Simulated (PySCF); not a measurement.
Isomers of C8H10N2Si, one GFN2-xTB conformer each. Single-point energies are computed at PBE0/pcSseg-1 (PySCF, gas phase, no added dispersion term), electronic only.

```json
{"SMILES": "Cn1ncc2cc([SiH3])ccc21", "GFN2-xTB relative energy (kcal/mol)": "12.3"}
{"SMILES": "[SiH3]Cc1cn2ccccc2n1", "GFN2-xTB relative energy (kcal/mol)": "0.0"}
{"SMILES": "C#Cc1c(CC)cnnc1[SiH3]", "GFN2-xTB relative energy (kcal/mol)": "73.8"}
```

Conformers: `[SiH3:1][CH2:2][c:3]1[cH:4][n:5]2[cH:6][cH:7][cH:8][cH:9][c:10]2[n:11]1` with Si1–C2–C3–C4 -93°; `[CH:1]#[C:2][c:3]1[c:4]([CH2:5][CH3:6])[cH:7][n:8][n:9][c:10]1[SiH3:11]` with C3–C4–C5–C6 -85°.

Q: What does PBE0/pcSseg-1 give for the same structures?

A: 
```
                SMILES  PBE0/pcSseg-1 E (Eh)  PBE0/pcSseg-1 (kcal/mol)  GFN2-xTB (kcal/mol)  point group
  [SiH3]Cc1cn2ccccc2n1            -709.18641                       0.0                  0.0           C1
Cn1ncc2cc([SiH3])ccc21            -709.17339                       8.2                 12.3            –
 C#Cc1c(CC)cnnc1[SiH3]            -709.06688                      75.0                 73.8           C1
```

Both levels put the same isomer lowest; measured from each level's own lowest isomer, the values differ by up to 4.1 kcal/mol (Cn1ncc2cc([SiH3])ccc21: 12.3 against 8.2). As drawn, the highest has a C≡C bond and an N–N linkage, which the lowest lacks.

Q: Which frontier levels, dipoles and rotational constants go with these structures?

A: 
| SMILES | HOMO (eV, PBE0/pcSseg-1) | LUMO (eV) | dipole (D) | A, B, C (MHz) |
| --- | --- | --- | --- | --- |
| [SiH3]Cc1cn2ccccc2n1 | -6.11 | -0.99 | 3.00 | 2846, 523.4, 482.7 |
| Cn1ncc2cc([SiH3])ccc21 | -6.46 | -0.97 | 1.82 | 2709, 564.6, 471.1 |
| C#Cc1c(CC)cnnc1[SiH3] | -6.63 | -1.98 | 4.62 | 1351, 835.0, 548.0 |

Q: As an exercise, what shares would exp(−E/RT) give at 2000 K from these electronic energies alone (no entropy, no degeneracies)?

A: RT = 3.974 kcal/mol: [SiH3]Cc1cn2ccccc2n1 88.7 %, Cn1ncc2cc([SiH3])ccc21 11.3 %, C#Cc1c(CC)cnnc1[SiH3] under 0.1 %.
